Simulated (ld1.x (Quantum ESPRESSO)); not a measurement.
## Before and after: TM potential for V

```json
{"Element": "vanadium", "Generator": "ld1.x (Quantum ESPRESSO) 7.5", "Type": "norm-conserving Troullier–Martins (Kleinman–Bylander form)", "Functional": "PBE", "Relativity": "scalar-relativistic", "Frozen core": "[Ar]", "Valence charge": "5", "Reference configuration": "3d3 4s1 4p0 (charge +1)", "Partial waves": "4p (bound, empty): rc 3.15 bohr; 3d (bound): rc 1.45 bohr; 4s (bound): rc 2.50 bohr", "Local potential": "the s channel", "Core correction": "none"}
```

Change: wave 3d (bound): rc 1.45 bohr becomes 3d (bound): rc 1.50 bohr.

Cutoffs: the cutoffs (Ry, on a coarse ladder) from which the occupation-weighted sum of valence levels, in a spherical-Bessel basis at the reference potential, stays within 10 and 1 mRy of its value at 400 Ry; they do not see the model core or the augmentation charge, which bear on the density cutoff. Errors are all-electron minus pseudo energies relative to the spin-unpolarised reference configuration.

Task: What does the change do?

Result: The potential gets neither clearly harder nor softer (90 Ry and 110 Ry → 90 Ry and 100 Ry); of the 7 tests that both files solve, the error grows in 0 and shrinks in 2 by more than 15 % and 0.3 meV (median size 22.5 → 20.7 meV); neither file shows a bound ghost.

```tsv
quantity	base	changed
cutoff, loose	90 Ry	90 Ry
cutoff, tight	110 Ry	100 Ry
loose cutoff by channel (10 mRy a level)	d 90 Ry, s 6 Ry	d 80 Ry, s 6 Ry
bound ghosts	none	none
error for 3d3 4s2 4p0, meV [ΔE -7.73 eV]	+21	+21
error for 3d3 4s0 4p0, meV [ΔE 14.30 eV]	+113	+113
error for 3d2 4s0 4p0, meV [ΔE 43.19 eV]	-22	-12
error for 3d4 4s1 4p0, meV [ΔE -7.15 eV]	-141	-139
error for 3d3 4s0 4p1, meV [ΔE 4.10 eV]	+14	+14
error for 3d3 4s1.5 4p0, meV [ΔE -4.64 eV]	+8.2	+8.2
error for 3d1 4s0 4p0, meV [ΔE 89.07 eV]	-406	-334
s: phases at 3.39 bohr within 0.05 rad from the reference energy up to (Ry; the scan ends near 5)	1.1	1.1
p: phases at 3.39 bohr within 0.05 rad from the reference energy up to (Ry; the scan ends near 5)	2.0	2.0
d: phases at 3.39 bohr within 0.05 rad from the reference energy up to (Ry; the scan ends near 5)	-0.2	-0.2
```
